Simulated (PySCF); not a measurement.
Numbering as in the mapped SMILES `[CH3:1][C:2]#[C:3][C:4]#[C:5][c:6]1[cH:7][c:8](=[O:9])[c:10]1=[O:11]`. Each H is labelled by its parent atom.

Geometry: PBE0-D3(BJ)/def2-SVP; GIAO shifts from PySCF 2.14.0 with density-fitted response routines, gas phase, non-relativistic, averaged over equivalent atoms.

At PBE0/pcSseg-1 (207 basis functions, 2.1 min wall time (3.6 min CPU) on 2 threads of an Intel Xeon, shared host):
| atoms | δ (ppm) |
| --- | --- |
| C8 | 202.9 |
| C6 | 198.2 |
| C10 | 198.0 |
| C7 | 193.2 |
| C4 | 132.3 |
| C2 | 116.5 |
| C3 | 69.1 |
| C5 | 60.3 |
| C1 | 7.0 |
| O9 | 659.4 |
| O11 | 609.2 |
| H(C7) | 9.22 |
| H(C1) | 2.38 |

Chemical shifts δ = σref − σ; 13C (184.41 ppm) and 1H (31.27 ppm) against TMS; 17O (334.56 ppm) against H2O, all at this level.

**Question.** Predict the values at WP04/pcSseg-2 on the same geometry.

**Answer.** 
```json
{"atoms": "C8", "δ at WP04/pcSseg-2": "211.5", "change": "+8.6"}
{"atoms": "C6", "δ at WP04/pcSseg-2": "202.2", "change": "+4.0"}
{"atoms": "C10", "δ at WP04/pcSseg-2": "207.0", "change": "+9.0"}
{"atoms": "C7", "δ at WP04/pcSseg-2": "196.8", "change": "+3.6"}
{"atoms": "C4", "δ at WP04/pcSseg-2": "128.6", "change": "-3.7"}
{"atoms": "C2", "δ at WP04/pcSseg-2": "113.3", "change": "-3.2"}
{"atoms": "C3", "δ at WP04/pcSseg-2": "66.6", "change": "-2.5"}
{"atoms": "C5", "δ at WP04/pcSseg-2": "59.7", "change": "-0.6"}
{"atoms": "C1", "δ at WP04/pcSseg-2": "9.0", "change": "+2.0"}
{"atoms": "O9", "δ at WP04/pcSseg-2": "607.9", "change": "-51.5"}
{"atoms": "O11", "δ at WP04/pcSseg-2": "565.3", "change": "-43.9"}
{"atoms": "H(C7)", "δ at WP04/pcSseg-2": "8.93", "change": "-0.29"}
{"atoms": "H(C1)", "δ at WP04/pcSseg-2": "2.33", "change": "-0.05"}
```

δ = σ(ref) − σ, references computed at the same level: 13C (σ = 172.10 ppm), 1H (σ = 31.61 ppm) against TMS; 17O (σ = 314.06 ppm) vs H2O.

The largest change is at O9 (carbonyl oxygen). Cost: 452 basis functions, 4 min wall time (7.3 min CPU) on 2 threads of an Intel Xeon, shared host. The order of the carbon signals changes between the two levels.

Unscaled 17O shifts of doubly bonded oxygen tend to come out too high, by tens of ppm or more. Experimental scales use liquid or dissolved standards, which lie at an offset from isolated H2O (liquid H2O: subtract about 36 ppm).
